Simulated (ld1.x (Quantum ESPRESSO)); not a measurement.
**Which change was made? (Rb, ultrasoft)**

* Element: Rb
* Generator: ld1.x (Quantum ESPRESSO) 7.5
* Type: ultrasoft
* Functional: PBEsol
* Relativity: scalar-relativistic
* Frozen core: [Ar] 3d10
* Valence charge: 9
* Reference configuration: 4s2 4p6 5s1 5p0
* Partial waves: 4s (bound): rcut 2.40, rcutus 2.95 bohr; 5s (bound): rcut 2.40, rcutus 2.95 bohr; 4p (bound): rcut 2.35, rcutus 2.75 bohr; 5p (bound, empty): rcut 2.35, rcutus 2.75 bohr; 4d channel at -0.15 Ry: rcut 2.00, rcutus 2.70 bohr
* Local potential: all-electron potential smoothed inside 2.90 bohr (lloc = -1)
* Core correction: Bessel-smoothed model core inside 2.45 bohr
* Augmentation charge: PSQ, inside the norm-conserving radii

Cutoffs, loose and tight: the cutoffs (Ry, on a coarse ladder) from which the occupation-weighted sum of valence levels, in a spherical-Bessel basis at the reference potential, stays within 10 and 1 mRy of its value at 400 Ry. They do not see the model core or the augmentation charge, which bear on the density cutoff. Test errors are all-electron minus pseudo excitation energies from the reference, over the configurations 4s2 4p6 5s0 5p0; 4s2 4p6 5s0.5 5p0; 4s2 4p6 5s0 5p1; 4s1 4p6 5s1 5p0; 4s2 4p5 5s1 5p0; variants that change the core or the reference have their own tests. The largest error is taken over the tests solved by every variant that gives reliable tests at all, those not shown here included: 4s2 4p6 5s0 5p0; 4s2 4p6 5s0 5p1; 4s2 4p6 5s0.5 5p0.

The base gives: outcome: generated, overlap not positive; bound ghosts: not determined (overlap not positive); largest test error (meV): -1.2.

(1) After one change the result is: outcome: generated, overlap not positive; bound ghosts: not determined (overlap not positive); largest test error (meV): -1.3. Which change was it?
A. reference 4s2 4p6 5s0.75 5p0.25; added wave 4d channel at 2 Ry: rcut 2.00, rcutus 2.70 bohr
B. waves 4s (bound): rcut 2.40, rcutus 3.28 bohr; 5s (bound): rcut 2.40, rcutus 3.28 bohr
C. waves 4p (bound): rcut 1.58, rcutus 1.68 bohr; 5p (bound): rcut 1.58, rcutus 1.68 bohr

Results:

(1) C. The others give: waves 4s (bound): rcut 2.40, rcutus 3.28 bohr; 5s (bound): rcut 2.40, rcutus 3.28 bohr → outcome: generated, overlap not positive; bound ghosts: not determined (overlap not positive); largest test error (meV): -0.4 | reference 4s2 4p6 5s0.75 5p0.25; added wave 4d channel at 2 Ry: rcut 2.00, rcutus 2.70 bohr → outcome: generated, overlap not positive; bound ghosts: not determined (overlap not positive); largest test error (meV): +80. A file whose overlap is not positive is unfit for use, and its test errors describe a broken file.
